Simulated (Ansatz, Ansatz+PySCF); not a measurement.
```xyz
3

O     0.0000    0.0000   -1.6400
Al    0.0000    0.0000    0.0000
O     0.0000    0.0000    1.6400
```

Basis set: def2-SVP (spherical functions). Correlated methods keep 7 orbitals frozen. Correlation on ROHF uses semicanonical orbitals with singles. Charge 0, multiplicity 2.

Computed with Ansatz (development build ahead of 0.2.0); each method stands on the lowest determinant of its kind that the runs found.

(1) Give the atomization energy at this shape (free ground-state atoms in the same class of orbitals less the molecule, no zero-point energy) of doublet AlO₂ by UHF-MP2, ROHF-CCSD(T), ROHF, UHF.

## Answers

(1)

```
      method  atomization energy
     UHF-MP2        821.1 kJ/mol
ROHF-CCSD(T)        760.3 kJ/mol
        ROHF        408.1 kJ/mol
         UHF        384.5 kJ/mol
```

Caution: the determinant may break the point group. Caution for ROHF-CCSD(T): another reference gives a lower total.
